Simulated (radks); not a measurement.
Results of a calculation; reference values are marked as such.
Excited configurations of Tb III: one electron is placed in a higher orbital outside [Xe] 4f8. The ground configuration is [Xe] 4f9. Code: a radial shooting solver on a logarithmic mesh with Libxc functionals. Model: scalar-relativistic Kohn-Sham, r2SCAN, spin-polarised, spherical densities, finite nucleus; open shells are filled with parallel spins first (spin-orbit coupling, left out, can overturn this in heavy ions); meta-GGA in the generalised Kohn-Sham scheme; Fermi nuclear charge, rms radius 5.06 fm. Excitation = E - E(ground); binding = E(ion) - E, where the ion is the core of charge +3; n* = 3/sqrt(2 binding) in atomic units, and the quantum defect is n - n*.

| outer orbital | excitation (eV) | binding (eV) | n* | quantum defect | eigenvalue (eV) | <r> (bohr) |
|---|---|---|---|---|---|---|
| 5d | 1.516 | 20.005 | 2.474 | 2.526 | -15.510 | 2.284 |
| 5f | 13.803 | 7.718 | 3.983 | 1.017 | -6.171 | 5.811 |
| 6s | 1.904 | 19.617 | 2.498 | 3.502 | -17.020 | 3.276 |
| 6d | 12.006 | 9.515 | 3.587 | 2.413 | -7.964 | 5.649 |
| 7s | 11.532 | 9.990 | 3.501 | 3.499 | -8.679 | 6.301 |
| 7p | 13.343 | 8.178 | 3.869 | 3.131 | -7.083 | 7.388 |
| 7d | 15.700 | 5.821 | 4.587 | 2.413 | -4.969 | 9.784 |
| 7f | 17.941 | 3.580 | 5.849 | 1.151 | -3.043 | 15.36 |

Estimate the row for 6p.

Answer. excitation (eV) 6.620; binding (eV) 14.901; n* 2.867; quantum defect 3.133; eigenvalue (eV) -12.779; <r> (bohr) 3.980. The Delta-SCF ionisation energy is 21.521 eV (NIST Atomic Spectra Database: 21.82 eV, semi-empirical). Self-interaction in the functional shifts the binding energies and quantum defects, so they are the method's values and not measured ones. Open shells are spherical and high-spin; term and fine-structure splittings are not resolved. Spin-orbit splitting is averaged out at the scalar-relativistic level.
